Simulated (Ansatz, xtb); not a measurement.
Ranking isomers of C5H3N3

3 gas-phase structures of C5H3N3, from a drawn sample of its isomers (lower ones may exist). Each was relaxed with GFN2-xTB:

A. `N#Cc1ncccn1`, a singlet
B. `N#Cc1cncnc1`, a singlet
C. `N#Cc1ccncn1`, a singlet

Task: Estimate their order in r2SCAN-D4/def2-SVP energy at these geometries, lowest first.

Result: Calculated order at r2SCAN-D4/def2-SVP: B (0.0), C (1.8), A (2.0) kcal/mol. Less than 1 kcal/mol parts C and A, so the order within that pair means little.

Energies above the lowest of each column, in kcal/mol; the last columns are at PBE-D3(BJ)/def2-SVP geometries:

| structure | GFN2-xTB | HF/STO-3G | r2SCAN-D4/def2-SVP | PBE-D3(BJ)/def2-SVP | CCSD(T)/def2-SVP + ΔMP2/def2-TZVPP |
| --- | --- | --- | --- | --- | --- |
| B | 0.0 | 0.0 | 0.0 | 0.0 | 0.0 |
| C | 2.3 | 0.5 | 1.8 | 1.8 | 1.4 |
| A | 3.2 | 0.5 | 2.0 | 2.0 | 2.2 |

Every level run on B puts it lowest or level with the lowest. ΔMP2 is the change of the MP2 energy from the smaller to the larger basis.

Programs: Ansatz 0.2.0, xtb 6.7.1.
